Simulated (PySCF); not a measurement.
Complete the spectrum of pentafluorobenzonitrile

Pentafluorobenzonitrile, C₇F₅N.
SMILES: `Fc1c(c(c(F)c(c1C#N)F)F)F`

Computed with TDDFT wB97X-D/def2-SVPD, vertical, gas phase, core orbitals frozen in the response in PySCF. Isolated species at its PBE0-D3(BJ)/def2-SVP geometry, gas phase.

Orbital energies (eV): HOMO-3 -12.57, HOMO-2 -12.44, HOMO-1 -10.28, HOMO -10.18, LUMO -0.80, LUMO+1 0.32, LUMO+2 0.79.

Lowest singlets, with some entries withheld (?).

```tsv
state	E (eV)	f	main configurations (H = HOMO, L = LUMO)
S1	?	0.035	H→L (78%), H-1→L+1 (20%)
S2	5.68	0.216	H-1→L (85%), H→L+1 (11%)
S3	6.27	0.0000	H→L+2 (94%)
S4	6.55	0.0018	H-1→L+2 (91%)
S5	6.65	0.0000	?
S6	6.79	?	H→L+1 (80%), H-1→L (8%)
S7	?	0.391	?
S8	6.94	?	H-1→L+3 (66%), H-2→L (14%), H-3→L+3 (10%)
S9	7.53	0.0073	?
S10	7.55	?	H-3→L (71%), H-2→L+3 (12%)
```

Supply the missing values.

- S1: E = 5.01 eV
- S5: H-2→L (76%), H-1→L+3 (10%)
- S6: f = 0.553
- S7: E = 6.82 eV; H-1→L+1 (76%), H→L (20%)
- S8: f = 0.0003
- S9: H→L+3 (88%)
- S10: f = 0.129

What is the mean static polarisability from the same response equations?

88.3 au (13.09 Å³), with principal values 49.2, 91.7 and 124.1 au.

Where do the lowest triplets lie (Tamm–Dancoff)?

T1 3.79 eV, H-1→L (80%), H→L+1 (15%); T2 4.15 eV, H→L (96%); T3 4.61 eV, H→L+1 (82%), H-1→L (16%); T4 5.38 eV, H-1→L+1 (94%). E(S1) − E(T1) = +1.22 eV.

How far apart are S2 and S5, in eV and cm⁻¹?

6.653 − 5.677 = 0.976 eV, or about 7870 cm⁻¹.
